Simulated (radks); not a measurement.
Species: Ag XXXVII. Configuration: [Ne] 3s1.

Method: non-relativistic Kohn-Sham, TPSS, spin-polarised, spherical densities, point nucleus; open shells are filled with parallel spins first (spin-orbit coupling, left out, can overturn this in heavy ions); meta-GGA in the generalised Kohn-Sham scheme; relativity is left out, which matters for an element this heavy; computed with a radial shooting solver on a logarithmic mesh with Libxc functionals.

Energy parts (hartree):
total: -4106.57796
kinetic: 4106.12750
electron-nucleus: -8628.27490
Hartree: 495.11411
exchange-correlation: -79.54467

Orbitals (lengths in bohr, moments of r in powers of bohr; <r^-3> diverges for s and p1/2):
orbital  occ.  eigenvalue (hartree)  <r^-3>      <r>     <r^2>
1s up       1             -981.7500       -  0.03236  0.001400
1s down     1             -981.6757       -  0.03236  0.001400
2s up       1             -204.8161       -   0.1377   0.02220
2s down     1             -204.7146       -   0.1377   0.02218
2p up       3             -196.7243    3443   0.1175   0.01670
2p down     3             -196.6364    3444   0.1174   0.01669
3s up       1             -83.84025       -   0.3285    0.1225
3s down     0             -83.24545       -   0.3280    0.1221

The highest occupied level is 3s up at -2281.4 eV. Spin moment in Bohr magnetons: 1.
